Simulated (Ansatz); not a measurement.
Relaxation of CH5BF3N (11 atoms, charge 0, multiplicity 1), to a largest force component of 0.03 eV/Å in at most 50 steps.

These are results of RKS B3LYP/def2-SVP (Ansatz 0.2.0), not measurements.

```xyz
11
Properties=species:S:1:pos:R:3:forces:R:3
B -2.050 0.177 0.749 0.82 -1.22 0.54
F -1.648 -0.993 1.321 -0.63 1.19 -0.54
F -2.400 0.181 -0.516 0.00 0.00 0.00
F -2.214 1.238 1.504 0.00 0.00 0.00
H 0.454 -0.738 0.775 0.22 0.01 -0.05
N 0.755 0.129 0.328 -0.41 0.01 0.05
C 1.317 -0.106 -0.995 0.00 -0.01 0.00
H 1.425 0.577 0.951 0.00 0.00 0.00
H 2.201 -0.775 -1.020 -0.01 0.01 0.00
H 1.614 0.853 -1.449 0.00 0.00 0.00
H 0.546 -0.544 -1.649 0.02 0.00 0.01
```

Where does it end, and by what steps?

It converged. The force dipped under the threshold on the way, but the program's further checks kept it going. After 20 steps the energy has fallen by 0.909 eV; F4 moved furthest, 1.45 Å. Joined: B1–N6.

```
step  energy less start (eV)  largest force component (eV/Å)  accepted
   0                  0.0000                           1.220       yes
   1                  0.0230                           1.712        no
   2                 -0.0432                           1.333       yes
   3                 -0.1112                           1.182       yes
   4                 -0.2126                           1.083       yes
   5                 -0.3915                           1.175       yes
   6                 -0.6350                           1.349       yes
   7                 -0.7859                           1.287       yes
   8                 -0.8435                           0.666       yes
   9                 -0.8583                           0.260       yes
  10                 -0.8664                           0.049       yes
  11                 -0.8680                           0.237       yes
  12                 -0.8709                           0.109       yes
  13                 -0.8811                           0.053       yes
  14                 -0.8861                           0.194       yes
  15                 -0.8875                           0.434       yes
  16                 -0.8939                           0.188       yes
  17                 -0.9060                           0.117       yes
  18                 -0.9080                           0.018       yes
  19                 -0.9082                           0.097       yes
  20                 -0.9085                           0.029       yes
```

```xyz
11
Properties=species:S:1:pos:R:3
B -1.264 0.130 0.525
F -1.645 -0.370 1.745
F -1.863 -0.480 -0.548
F -1.251 1.502 0.457
H 0.394 -1.325 0.533
N 0.354 -0.309 0.411
C 1.006 0.106 -0.849
H 0.826 0.097 1.223
H 2.062 -0.197 -0.881
H 0.923 1.197 -0.933
H 0.458 -0.350 -1.684
```

The run took 47 s on 2 threads of Intel(R) Xeon(R) Platinum 8488C (Sapphire Rapids) (shared host), peak memory 0.27 GiB.
